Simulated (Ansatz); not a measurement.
Worked example: GaHBr2 + KH → GaH2Br + KBr

Species: GaHBr2 `[Br][GaH][Br]`, singlet; KH, singlet; GaH2Br `[GaH2][Br]`, singlet; KBr, singlet. The partners trade Br for H: Ga–Br and K–H bonds give way to Ga–H and K–Br.

Shapes, held fixed at every level: PBE0-D4/def2-TZVP. Programs: Ansatz 0.2.0. The zero-point and thermal change to 298 K, harmonic and unscaled (PBE0-D4/def2-TZVP), is +8.1 kJ/mol.

At CCSD(T)/def2-TZVPP; 1 Eh = 2625.50 kJ/mol:

| species | energy (Eh) |
| --- | --- |
| GaHBr2 | -7069.588978 |
| KH | -599.887822 |
| GaH2Br | -4497.410693 |
| KBr | -3172.127845 |

Task: Work out ΔH(298 K) of the reaction at this level.

Result: 
1. Products less reactants: (-4497.410693) + (-3172.127845) − [(-7069.588978) + (-599.887822)] = -0.061738 Eh = -162.1 kJ/mol.
2. With the thermal change: -162.1 + (+8.1) = -154.0 kJ/mol.

Other levels give -173.7 (HF/def2-SVP) to -137.1 kJ/mol (SPW92/def2-TZVPP). No measured value is set beside it here. Relativity is left out for Br, Ga unless named. Correlated rows may include outer-core shells of Br, Ga, K, which these sets cover unevenly.
